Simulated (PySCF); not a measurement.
# Reading the logs of faulty runs: ClFH2Si2

Calculated results; nothing here was measured. The program is PySCF 2.14.0, an open-source quantum chemistry code, run on an isolated molecule that a program drew, which may never have been made. The molecule is ClFH2Si2 (charge 0, singlet), drawn as the SMILES string `F[SiH2][Si]Cl`.

Each row is a Hartree-Fock (HF) and frozen-core CCSD(T) single point in the cc-pV(D+d)Z basis, meant for a local HF minimum. Run 1 is clean. Each other run has one planted mistake out of seven kinds, and not every kind appears here: one electron removed, one electron added, multiplicity raised by two, geometry at a saddle point, minimal basis STO-3G, one bond length entered in bohr, all coordinates scaled. The reference is restricted for singlets and unrestricted otherwise, and also for a bond in bohr. Adding or removing an electron swaps singlet and doublet. Electrons count all cores. HOMO and LUMO are orbital energies over both spins, the gradient is its largest component, and the lowest frequency (negative if imaginary) is given only where the gradient is small. Bond lengths are over the 5 bonds as drawn. T1 is the CCSD diagnostic: over 0.02 (restricted) or 0.045 (unrestricted) a single reference is doubtful.

Geometry of the clean run:
```xyz
6
ClFH2Si2, angstrom
F     1.8720    0.6603   -0.4824
Si    1.1959    1.9016   -1.2850
Si    0.0688    3.3743    0.2699
Cl   -0.5504    4.6778   -1.2755
H     0.2425    1.3317   -2.2601
H     2.2795    2.6119   -1.9963
```

```
run,electrons,basis functions,<S^2>,HOMO (eV),LUMO (eV),gradient (hartree/bohr),lowest frequency (cm^-1),mean bond (Å),longest bond (Å),T1,HF (hartree),CCSD(T) (hartree),mistake
1,56,93,0.000,-9.01,-0.26,1.2e-05,63,1.8232,2.420,0.0147,-1138.03658,-1138.59163,no fault
2,56,93,0.000,-9.32,-0.63,4.2e-02,-,1.9454,2.582,0.0164,-1138.01518,-1138.57514,all coordinates scaled
3,57,93,0.770,-1.87,7.03,3.1e-02,-,1.8232,2.420,0.0139,-1138.07516,-1138.63225,?
4,55,93,0.778,-16.73,-7.18,5.1e-02,-,1.8232,2.420,0.0240,-1137.73962,-1138.27705,?
```

**Which mistake was planted in run 3, and what did it cost?**

It counts 57 electrons, one more than the clean run, at the same geometry and basis. So the mistake is: one electron added. Subtracting run 1 and multiplying by 627.51 kcal/mol a hartree, the energy moved by -24.2 kcal/mol in HF and -25.5 kcal/mol in CCSD(T).

**Which mistake was planted in run 4, and what did it cost?**

It counts 55 electrons, one fewer than the clean run, at the same geometry and basis. So the mistake is: one electron removed. Subtracting run 1 and multiplying by 627.51 kcal/mol a hartree, the energy moved by 186.3 kcal/mol in HF and 197.4 kcal/mol in CCSD(T).

